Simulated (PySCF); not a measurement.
CH4BClOS. Atoms are numbered in the order given.

```xyz
9

B     -0.1367     0.1402     0.0000
Cl    -0.5243     1.8701     0.0000
O     -1.1634    -0.7262     0.0000
C     -0.9766    -2.1324     0.0000
H     -0.4227    -2.4566     0.8969
H     -1.9683    -2.6037     0.0000
H     -0.4227    -2.4566    -0.8969
S      1.5894    -0.4470     0.0000
H      2.1471     0.7810     0.0000
```

Geometry: r2SCAN-D4/def2-SVP. One conformer was computed; it need not be the lowest.

Level of theory: PBE/def2-TZVP (PySCF).

Computed frontier levels, gap, dipole moment and polarisability:
The highest occupied level comes out as -6.71 eV and the lowest empty level is -1.01 eV. The orbital gap is 5.70 eV. The dipole moment is 1.75 D and the quadrupole, principal values (traceless, Buckingham form, about the centre of nuclear charge) is -5.80, -2.64, 8.44 D·Å. The mean static polarisability is 62.6 bohr³ (9.28 Å³). The polarisability, principal values comes out as 46.1, 67.6, 74.1 bohr³.
